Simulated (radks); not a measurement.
Values are calculated unless marked as measured or tabulated.
All-electron atom: Ca3+ in [Ne] 3s2 3p5. Code: a radial shooting solver on a logarithmic mesh with Libxc functionals. Model: scalar-relativistic Kohn-Sham, PBE, spin-polarised, spherical densities, finite nucleus; open shells are filled with parallel spins first; Fermi nuclear charge, rms radius 3.4776 fm.

Local quantities along the radius. ELF = 1/(1 + alpha^2) is the electron localisation function; alpha = (tau - tau_W)/tau_unif compares the Pauli kinetic energy density with that of the uniform gas (summed over spins); s = |grad rho|/(2 (3 pi^2)^(1/3) rho^(4/3)) is the reduced gradient; 4 pi r^2 rho is in e/bohr; -r V(r) is the screened charge that the Kohn-Sham potential of spin up presents (atomic units). tau is taken from the large components.

r (bohr)	ELF	alpha	s	4 pi r^2 rho	-r V(r)
0.002501	1.000	0.01300	0.4548	0.4061	19.88
0.003154	1.000	0.01321	0.4427	0.6260	19.84
0.004009	1.000	0.01363	0.4346	0.9726	19.79
0.005056	1.000	0.01427	0.4305	1.476	19.72
0.006377	1.000	0.01520	0.4300	2.215	19.63
0.008106	1.000	0.01660	0.4333	3.324	19.52
0.01022	1.000	0.01856	0.4403	4.833	19.39
0.01289	1.000	0.02143	0.4517	6.875	19.22
0.01639	0.999	0.02594	0.4691	9.615	19.00
0.02067	0.999	0.03284	0.4926	12.83	18.74
0.02607	0.998	0.04425	0.5247	16.40	18.41
0.03314	0.996	0.06540	0.5695	19.96	18.00
0.04179	0.989	0.1051	0.6269	22.55	17.52
0.0527	0.966	0.1882	0.6992	23.54	16.96
0.067	0.871	0.3846	0.7804	22.47	16.27
0.08449	0.606	0.8058	0.8228	19.94	15.51
0.1066	0.319	1.462	0.7322	17.55	14.63
0.1355	0.265	1.666	0.4747	17.29	13.62
0.1708	0.451	1.103	0.3041	19.91	12.61
0.2154	0.716	0.6291	0.3238	23.47	11.54
0.2739	0.841	0.4347	0.4578	24.31	10.37
0.3454	0.840	0.4358	0.6607	20.15	9.253
0.4356	0.623	0.7774	0.9280	12.95	8.169
0.5537	0.157	2.318	0.9668	7.171	7.098
0.6983	0.171	2.205	0.3778	5.897	6.200
0.8806	0.678	0.6897	0.2888	6.981	5.522
1.119	0.876	0.3754	0.5477	6.838	4.832
1.412	0.860	0.4042	0.9289	4.581	4.265
1.78	0.713	0.6345	1.590	2.019	3.820
2.263	0.332	1.417	3.046	0.5350	3.567
2.854	0.049	4.398	6.721	0.08615	3.434
3.6	0.002	20.99	18.40	0.007099	3.229

On this mesh the ELF has minima near r = 0.12, 0.62 bohr, which separate the shells, and maxima near 0.31 (0.85), 1.3 (0.88).

Self-consistent cycle (total energy in hartree, residual of the potential): 1: -676.109087, 5e+00; 2: -677.202454, 3e+00; 3: -677.784970, 2e-01; 4: -677.786300, 8e-02; 5: -677.786744, 2e-03; 6: -677.786739, 4e-04; 7: -677.786739, 1e-04; 8: -677.786739, 4e-06; 9: -677.786739, 2e-06; 10: -677.786739, 1e-06; 11: -677.786739, 5e-07; 12: -677.786739, 3e-08; 13: -677.786739, 2e-08; 14: -677.786739, 2e-08; 15: -677.786739, 1e-08; 16: -677.786739, 2e-09.
